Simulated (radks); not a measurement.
These are the eigenvalues of the occupied orbitals of an atom or ion with whole-number occupations (hartree). Method: non-relativistic Kohn-Sham, OLYP, spin-polarised, spherical densities, point nucleus; computed with a radial shooting solver on a logarithmic mesh with Libxc functionals.

| orbital | eigenvalue |
|---|---|
| 1s up | -2829.379 |
| 1s down | -2829.379 |
| 2s up | -475.4336 |
| 2s down | -475.4336 |
| 2p up | -457.6255 |
| 2p down | -457.6253 |
| 3s up | -112.6810 |
| 3s down | -112.6808 |
| 3p up | -104.2293 |
| 3p down | -104.2292 |
| 3d up | -88.47129 |
| 3d down | -88.47117 |
| 4s up | -24.54343 |
| 4s down | -24.54323 |
| 4p up | -20.85423 |
| 4p down | -20.85400 |
| 4d up | -14.05424 |
| 4d down | -14.05400 |
| 4f up | -4.86148 |
| 4f down | -4.86120 |
| 5s up | -3.81694 |
| 5s down | -3.81682 |
| 5p down | -2.60336 |
| 5p up | -2.60332 |
| 5d up | -0.67536 |
| 5d down | -0.67369 |
| 6s up | -0.27369 |
| 6s down | -0.25003 |
| 6p up | -0.09346 |

Which element is it, and in what charge state? The configuration may be excited. Open shells, if any, are filled with parallel spins first.

Answer. Z = 81, thallium, charge 0: Tl in [Hg] 6p1. The list shows which subshells hold electrons but not how many an open one holds; the 1s level, -2829.4 hartree, gives Z - s = 75.2 by -(Z - s)^2/2, which with screening narrows Z to a few neighbours, and the depths of the outer levels then fix element, charge and occupations together.
